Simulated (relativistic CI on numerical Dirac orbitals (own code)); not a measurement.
Method of calculation: Dirac-Coulomb-Breit CI, separate exchange-only KLI orbitals for each configuration, model QED (radiative potential, 1s self-energy scaled to tabulated hydrogen-like ionisation energies), unscaled Slater integrals (own radial code, finite nucleus).

The strongest absorption lines from the ground level of an ion, among the configurations computed and to levels below about 17000 eV (vacuum wavelength in Å, gf): 0.7865 (0.45), 0.8684 (0.28), 0.8827 (0.68), 0.8834 (1.2), 0.8838 (2), 0.9128 (0.62), 1.0425 (2.2), 4.4417 (0.66).

Task: Which ion is it?
A. Pb⁷³⁺
B. Ra⁸¹⁺
C. Os⁶⁹⁺
D. Pb⁷⁵⁺

Result: D. Pb⁷⁵⁺ has 7 electrons and the ground level 2s2 2p3 2P°_3/2; the strongest line goes to 2s2 2p2 3d 2D_5/2. The pattern of lines fixes the number of electrons, and along that sequence the line energies rise steadily with the charge (about as its square where n changes within one kind of shell, about linearly where n is kept but much faster in heavy ions where fine structure, which grows about as Z⁴, sets the gap, and irregularly where shells cross), which fixes Z. Configurations outside the model, such as inner-shell arrays, can give stronger lines. At this charge energies of transitions that change n are usually good to better than 1 %, and those within a shell (Δn = 0) to a few per cent.

LS names give the leading component of a level, which can be under half, so a name can repeat, a term be missing and a line seem to break the LS rules.
